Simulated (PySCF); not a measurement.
Compound: C5H6O2.
Bonds: C1–O2, O2–C3, C3–C4 (aromatic), C4–C5 (aromatic), C5–O6 (aromatic), O6–C7 (aromatic), C3–C7 (aromatic). Hydrogens: H8, H9, H10 on C1; H11 on C4; H12 on C5; H13 on C7.

Computed with PySCF at wB97X-D/pcSseg-2, non-relativistic, on one gas-phase PBE0-D3(BJ)/def2-TZVP geometry that isn't relaxed in the solvent. The solvent is an IEF-PCM continuum (cavity from Bondi-type radii × 1.2). The model holds no explicit solvent molecules, cavitation or dispersion.

Gas phase at wB97X-D/pcSseg-2: HOMO -8.10 eV, LUMO 2.15 eV, dipole 0.98 D.

Q: What does the continuum do to the energy, the frontier levels and the dipole at wB97X-D/pcSseg-2 in chloroform?

A: 
```json
{"solvent": "chloroform", "ε": "4.711", "E(solvent) − E(gas) (kcal/mol)": "-3.15", "polarisation term (kcal/mol)": "-3.45", "distortion of the solute (kcal/mol)": "0.30", "HOMO (eV)": "-8.13", "LUMO (eV)": "2.11", "dipole (D)": "1.17"}
```

The first energy column is the sum of the next two and covers electrostatics alone.

Shape of the structure used: `[CH3:1][O:2][c:3]1[cH:4][cH:5][o:6][cH:7]1`: C1–O2–C3–C4 -179°.

wB97X-D is run here without its empirical dispersion term; that term would change no orbital, density or response property at a fixed geometry.
